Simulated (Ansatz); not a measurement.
Basis-set extrapolation for CH$_{5}$BFN (`CNBF`) (PBE0-D4/def2-TZVP geometry, frozen core, the Gaussian-basis code of Ansatz). Multiplicity 1, RHF reference.

|  | def2-TZVPP | def2-QZVPP |
| --- | --- | --- |
| HF | -219.544203 | -219.554607 |
| MP2 correlation | -0.736019 | -0.793067 |
| CCSD(T) correlation | -0.790145 | -0.842927 |

Energies in hartree. Use E(X) = E(∞) + A·exp(−7.88·√X) for Hartree–Fock and E(X) = E(∞) + B·X^(−2.97) for correlation, with X = 3 and 4.

Question: What is the CCSD(T) energy at the basis-set limit?

Answer: HF limit: -219.554607 + (-0.010404) × 0.13774 = -219.55604. Correlation limit: -0.842927 + (-0.052782) × 0.74074 = -0.88202. Total: -220.43806 hartree, 272.3 kJ/mol below CCSD(T)/def2-TZVPP.
